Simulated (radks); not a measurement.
All-electron atom: the silver ion Ag21+ in [Ne] 3s2 3p5.5 3d8 4p0.5 (fractional occupations, a model configuration). Method: Dirac Kohn-Sham, PBE, spin-unpolarised, spherical densities, point nucleus; open shells are shared between the two j in proportion to 2j + 1; computed with a radial shooting solver on a logarithmic mesh with Libxc functionals.

Unscreened Slater integrals over Kohn-Sham orbitals (eV). Large and small components are both included. Empty in this configuration: 4s1/2.

integral,value
"F0(4p3/2,4p3/2)",31.940
"F2(4p3/2,4p3/2)",16.744
"F0(4p3/2,4p1/2)",32.232
"G2(4p3/2,4p1/2)",16.845
"F0(4p3/2,3d5/2)",40.520
"F2(4p3/2,3d5/2)",11.518
"G1(4p3/2,3d5/2)",3.8016
"G3(4p3/2,3d5/2)",3.8123
"F0(4p3/2,3d3/2)",40.586
"F2(4p3/2,3d3/2)",11.447
"G1(4p3/2,3d3/2)",3.7931
"G3(4p3/2,3d3/2)",3.7876
"F0(4p3/2,4s1/2)",32.399
"G1(4p3/2,4s1/2)",21.991
"F0(4p1/2,4p1/2)",32.536
"F0(4p1/2,3d5/2)",41.141
"G3(4p1/2,3d5/2)",3.9187
"F0(4p1/2,3d3/2)",41.209
"G1(4p1/2,3d3/2)",3.9040
"F0(4p1/2,4s1/2)",32.707
"G1(4p1/2,4s1/2)",22.196
"F0(3d5/2,3d5/2)",75.964
"F2(3d5/2,3d5/2)",38.410
"F4(3d5/2,3d5/2)",24.637
"F0(3d5/2,3d3/2)",76.311
"F2(3d5/2,3d3/2)",38.531
"G2(3d5/2,3d3/2)",38.311
"G4(3d5/2,3d3/2)",24.570
"F0(3d5/2,4s1/2)",41.325
"G2(3d5/2,4s1/2)",3.9094
"F0(3d3/2,3d3/2)",76.664
"F2(3d3/2,3d3/2)",38.659
"F0(3d3/2,4s1/2)",41.389
"G2(3d3/2,4s1/2)",3.8867
"F0(4s1/2,4s1/2)",32.896
